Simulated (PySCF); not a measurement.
# Reading the logs of faulty runs: B2ClGeH3

These are calculations, not measurements. The program is PySCF 2.14.0, an open-source quantum chemistry code, run on an isolated molecule that a program drew, which may never have been made. The molecule is B2ClGeH3 (charge 0, singlet), drawn as the SMILES string `B[BH][Ge][Cl]`.

Each row is a Hartree-Fock (HF) and frozen-core CCSD(T) single point in the cc-pV(D+d)Z basis, meant for a local HF minimum. Run 1 is clean. Each other run has one planted mistake out of seven kinds, and not every kind appears here: one electron removed, one electron added, multiplicity raised by two, geometry at a saddle point, minimal basis STO-3G, one bond length entered in bohr, all coordinates scaled. The reference is restricted for singlets and unrestricted otherwise, and also for a bond in bohr. Adding or removing an electron swaps singlet and doublet. Electrons count all cores. HOMO and LUMO are orbital energies over both spins, the gradient is its largest component, and the lowest frequency (negative if imaginary) is given only where the gradient is small. Bond lengths are over the 6 bonds as drawn. T1 is the CCSD diagnostic: over 0.02 (restricted) or 0.045 (unrestricted) a single reference is doubtful. Germanium has the cc-pVDZ-PP basis, with a core potential (ECP10MDF) in place of its 10 inner electrons, and its 3s, 3p and 3d shells are frozen in CCSD(T).

Geometry of the clean run:
```xyz
7
B2ClGeH3, angstrom
B    -0.3226    0.9985    2.2041
B    -1.5914    1.3789    1.1906
Ge   -1.7954    3.1589    0.0485
Cl   -0.7596    2.1123   -1.6398
H     0.6818    0.4764    1.8037
H    -0.3788    1.2722    3.3754
H    -2.5081    0.6143    1.0210
```

| run | electrons | basis functions | <S^2> | HOMO (eV) | LUMO (eV) | gradient (hartree/bohr) | lowest frequency (cm^-1) | mean bond (Å) | longest bond (Å) | T1 | HF (hartree) | CCSD(T) (hartree) | mistake |
|---|---|---|---|---|---|---|---|---|---|---|---|---|---|
| 1 | 62 | 89 | 0.000 | -8.84 | 0.19 | 3.2e-05 | 78 | 1.6072 | 2.240 | 0.0181 | -803.97731 | -804.41236 | no fault |
| 2 | 62 | 89 | 0.731 | -8.93 | 0.12 | 1.9e-02 | - | 1.7853 | 2.269 | 0.0612 | -803.86109 | -804.29609 | one bond length entered in bohr |
| 3 | 62 | 89 | 0.000 | -8.88 | 0.11 | 9.2e-03 | - | 1.6329 | 2.276 | 0.0182 | -803.97605 | -804.41153 | all coordinates scaled |
| 4 | 62 | 89 | 2.026 | -7.63 | -0.68 | 1.6e-02 | - | 1.6072 | 2.240 | 0.0217 | -803.93665 | -804.35349 | multiplicity raised by two |
| 5 | 63 | 89 | 0.765 | -1.33 | 6.13 | 3.2e-02 | - | 1.6072 | 2.240 | 0.0254 | -803.99745 | -804.44136 | one electron added |
| 6 | 61 | 89 | 0.785 | -16.36 | -6.91 | 3.7e-02 | - | 1.6072 | 2.240 | 0.0262 | -803.68841 | -804.10313 | ? |

**Which mistake was planted in run 6, and what did it cost?**

It counts 61 electrons, one fewer than the clean run, at the same geometry and basis. So the mistake is: one electron removed. Subtracting run 1 and multiplying by 627.51 kcal/mol a hartree, the energy moved by 181.3 kcal/mol in HF and 194.0 kcal/mol in CCSD(T).

Cautions from the logs. Run 2: T1 is over the limit, so its CCSD(T) energy is less reliable.
